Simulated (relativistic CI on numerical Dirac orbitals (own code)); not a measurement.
# Mo5+: resonant inelastic scattering at the M2,3 edge

Computed with this model: Dirac-Coulomb-Breit CI, KLI orbitals optimised for each configuration, model QED, Kramers-Heisenberg scattering through one core-hole configuration in a parametric crystal field, unscaled Slater integrals; configurations [Kr] 4d → [Ne] 3s2 3p5 3d10 4s2 4p6 4d2; 80 K; core-hole width 3 eV; summed over polarisations. Incident energies are the highest absorption maxima for each field (at most a few, so the weaker spin-orbit partner edge can be absent), on the computed scale of the free ion. Intensities are in per cent of the strongest line above 0.02 eV; levels within 1 cm⁻¹ are merged; final levels count from the ground level, the first row holds all elastic scattering, lines under 0.4 are left out and each table stops after 24 rows. The scale of the Slater integrals is a model choice and moves the terms in proportion.

Field parameters in Wybourne normalisation: D4h B²₀ = −7Ds, B⁴₀ = 21(Dq − Dt), B⁴₄ = 21√(5/14) Dq; Td as Oh with Dq negative (B⁴₀ = 21Dq, B⁴₄ = √(5/14) B⁴₀). The field is a parameter set, without covalency.

S is read from ⟨S²⟩ = S(S + 1).

Td, 10Dq = -13200 cm⁻¹:

```tsv
Final level (eV)	Degeneracy	Irrep	S	405.5 eV	422.9 eV
0.000	4	Γ8	0.50	1790.8	291.0
1.604	4	Γ8	0.50	100.0	47.1
1.772	2	Γ7	0.50	69.8	3.7
```

Td, 10Dq = -14300 cm⁻¹:

```
Final level (eV)  Degeneracy  Irrep     S  405.6 eV  422.9 eV
           0.000           4     Γ8  0.50    1754.8     286.1
           1.738           4     Γ8  0.50     100.0      46.2
           1.907           2     Γ7  0.50      69.2       3.6
```

D4h, 10Dq = 15500, Ds = -1320, Dt = -200 cm⁻¹:

```tsv
Final level (eV)	Degeneracy	Irrep	S	405.7 eV	423.2 eV
0.000	2	Γ7	0.50	2363.8	379.3
0.323	2	Γ6	0.50	58.5	52.6
0.468	2	Γ7	0.50	100.0	12.1
1.960	2	Γ7	0.50	75.1	20.7
2.736	2	Γ6	0.50	88.4	27.3
```

For the first field the strongest loss at the lowest incident energy is the level at 1.60 eV (S = 0.50, against 0.50 in the thermal ground state).
